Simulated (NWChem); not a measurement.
System: C2H5O2 cation; SMILES COC=[OH+]

Excerpt of the output:

```
             Northwest Computational Chemistry Package (NWChem) 7.3.0
             --------------------------------------------------------

 C1  symmetry detected

                             Geometry "geometry" -> ""
                             -------------------------

 Output coordinates in angstroms (scale by  1.889725989 to convert to a.u.)

  No.       Tag          Charge          X              Y              Z
 ---- ---------------- ---------- -------------- -------------- --------------
    1 C                    6.0000     0.49149620    -1.44704225    -0.00004889
    2 O                    8.0000    -0.67692380    -0.53826797     0.00011601
    3 C                    6.0000    -0.57947261     0.72286140    -0.00008691
    4 O                    8.0000     0.49084698     1.42857027     0.00001719
    5 H                    1.0000     1.06559452    -1.28299984     0.91458745
    6 H                    1.0000     0.05117439    -2.44113096    -0.00474725
    7 H                    1.0000     1.07084569    -1.27687547    -0.91026739
    8 H                    1.0000    -1.51188697     1.28548842    -0.00034142
    9 H                    1.0000     1.34074538     0.93818454     0.00051774

 Effective nuclear repulsion energy (a.u.)     129.7243017651

  pbe96 is a nonlocal functional; adding pw91lda local functional.

                                 NWChem DFT Module
                                 -----------------

 Summary of "ao basis" -> "ao basis" (spherical)
 ------------------------------------------------------------------------------
       Tag                 Description            Shells   Functions and Types
 ---------------- ------------------------------  ------  ---------------------
 C                          def2-svp                 6       14   3s2p1d
 O                          def2-svp                 6       14   3s2p1d
 H                          def2-svp                 3        5   2s1p

            General Information
            -------------------
          SCF calculation type: DFT
          Wavefunction type:  closed shell.
          No. of atoms     :     9
          No. of electrons :    32
           Alpha electrons :    16
            Beta electrons :    16
          Charge           :     1
          Spin multiplicity:     1
          Use of symmetry is: off; symmetry adaption is: off
          Maximum number of iterations: 150
          AO basis - number of functions:    81
                     number of shells:    39
          Convergence on energy requested:  1.00D-06
          Convergence on density requested:  1.00D-05
          Convergence on gradient requested:  5.00D-04

              XC Information
              --------------
          PerdewBurkeErnzerhof Exchange Functional  1.000
            Perdew 1991 LDA Correlation Functional  1.000 local
           PerdewBurkeErnz. Correlation Functional  1.000 non-local

             Grid Information
             ----------------
          Grid used for XC integration:  xfine
          Radial quadrature: Mura-Knowles
          Angular quadrature: Lebedev.
          Tag              B.-S. Rad. Rad. Pts. Rad. Cut. Ang. Pts.
          ---              ---------- --------- --------- ---------
          C                   0.70      100          10.0      1454
          O                   0.60      100          11.0      1454
          H                   0.35      100          11.0      1202
          Grid pruning is: on
          Number of quadrature shells:   900
          Spatial weights used:  Erf1

      Superposition of Atomic Density Guess
      -------------------------------------

 Sum of atomic energies:        -227.12832384

 Renormalizing density from      33.00 to     32

      Non-variational initial energy
      ------------------------------

 Total energy =    -224.474251
 1-e energy   =    -549.149359
 2-e energy   =     194.950806
 HOMO         =      -0.749431
 LUMO         =      -0.339141

     ---------------------------------------------
      Total Density - Mulliken Population Analysis
     ---------------------------------------------

    Atom       Charge   Shell Charges
 -----------   ------   -------------------------------------------------------
    1 C    6     6.08   1.99  1.01  0.21  2.01  0.83  0.04
    2 O    8     8.54   1.99  1.17  0.58  3.17  1.62  0.02
    3 C    6     5.17   1.99  0.96  0.20  1.52  0.38  0.11
    4 O    8     8.44   1.99  1.17  0.54  3.19  1.55  0.01
    5 H    1     0.81   0.64  0.14  0.03
    6 H    1     0.80   0.64  0.13  0.02
    7 H    1     0.81   0.64  0.14  0.03
    8 H    1     0.78   0.63  0.14  0.02
    9 H    1     0.58   0.47  0.05  0.06

[...]

                         DFT ENERGY GRADIENTS

    atom               coordinates                        gradient
                 x          y          z           x          y          z
   1 C       0.928793  -2.734513  -0.000092    0.009507  -0.008562  -0.000005
   2 O      -1.279201  -1.017179   0.000219   -0.001364   0.007309   0.000018
   3 C      -1.095044   1.366010  -0.000164   -0.009535   0.001392  -0.000016
   4 O       0.927566   2.699606   0.000032    0.002428  -0.004974   0.000004
   5 H       2.013682  -2.424518   1.728320   -0.005489  -0.001045  -0.008474
   6 H       0.096706  -4.613069  -0.008971    0.003356   0.010019   0.000038
   7 H       2.023605  -2.412945  -1.720156   -0.005532  -0.001103   0.008433
   8 H      -2.857052   2.429221  -0.000645    0.011574  -0.006297   0.000003
   9 H       2.533641   1.772912   0.000978   -0.004944   0.003260  -0.000001
```

Level: PBE/def2-SVP. Geometry: optimised at B3LYP/6-31G* (spherical d).

**Question.** Which NWChem input produces such a log?

**Answer.** One answer among several that fit: the input that was run:
```
start job
memory heap 200 mb stack 900 mb global 1100 mb
charge 1
geometry units angstroms noautoz
  C      0.506920    -1.441673    -0.001315
  O     -0.670048    -0.543997    -0.000925
  C     -0.584536     0.717998    -0.000307
  O      0.479057     1.433804     0.000557
  H      1.079175    -1.272782     0.913594
  H      0.076027    -2.439881    -0.006768
  H      1.084897    -1.265457    -0.911255
  H     -1.522233     1.271776    -0.000484
  H      1.333558     0.951483     0.001001
end
basis spherical
  C library def2-svp
  O library def2-svp
  H library def2-svp
end
dft
  xc xpbe96 cpbe96
  grid xfine
  iterations 150
  mulliken
end
task dft gradient
```
